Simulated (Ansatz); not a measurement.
Process, species as SMILES: C[Si](C)(C)F [fluoro(trimethyl)silane] -> [CH3] (CH3) + C[Si](C)F (the C-Si bond at the site shown breaks; other sites are not compared here)
Geometries: B3LYP-D3(BJ)/def2-TZVP minima from Ansatz (a first-principles code).

Wanted: bond dissociation energy (electronic energy difference), in kcal/mol. Cores are frozen in the correlated levels unless marked. UHF or UKS for open shells. Spin-orbit coupling is left out. No relativistic terms. CBS(X,Y): correlation extrapolated as X^-3; Hartree-Fock from the larger set.

CCSD(T)/CBS(cc-pV(T+d)Z,cc-pV(Q+d)Z) (Ansatz) gives 99.7 kcal/mol.

Q: Another calculation gave 87.4 kcal/mol. Which level was it?
A) B2GP-PLYP/def2-TZVPD (Ansatz)
B) r2SCAN/def2-TZVPD (Ansatz)
C) revPBE/def2-TZVPD (Ansatz)
D) wB97X-V/def2-TZVPD (Ansatz)

A: C, revPBE/def2-TZVPD (Ansatz). The others give 91.1 (r2SCAN), 99.8 (wB97X-V), 95.7 (B2GP-PLYP) kcal/mol.
